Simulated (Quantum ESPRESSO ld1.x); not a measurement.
Values are calculated unless marked as measured or tabulated.
Q: Species: Rb3+. Configuration: [Ar] 3d10 4s2 4p4 (the NIST ground configuration). Code: ld1.x of Quantum ESPRESSO 7.5. Model: scalar-relativistic Kohn-Sham, BLYP, spin-unpolarised, spherical densities, point nucleus. Some entries of the table are withheld. Estimate them.

| orbital | occ. | eigenvalue (Ry) | <r^2> (bohr^2) |
|---|---|---|---|
| 1s | 2 | -1107.89 | 0.002187 |
| 2s | 2 | -150.271 | 0.03729 |
| 2p | 6 | -133.538 | 0.02942 |
| 3s | 2 | (1) | 0.2993 |
| 3p | 6 | -19.1228 | 0.3141 |
| 3d | 10 | -10.2411 | 0.3360 |
| 4s | 2 | -4.69655 | 2.188 |
| 4p | 4 | -3.42402 | (2) |

A: 
(1) 3s eigenvalue (Ry): -24.4892
(2) 4p <r^2> (bohr^2): 2.831
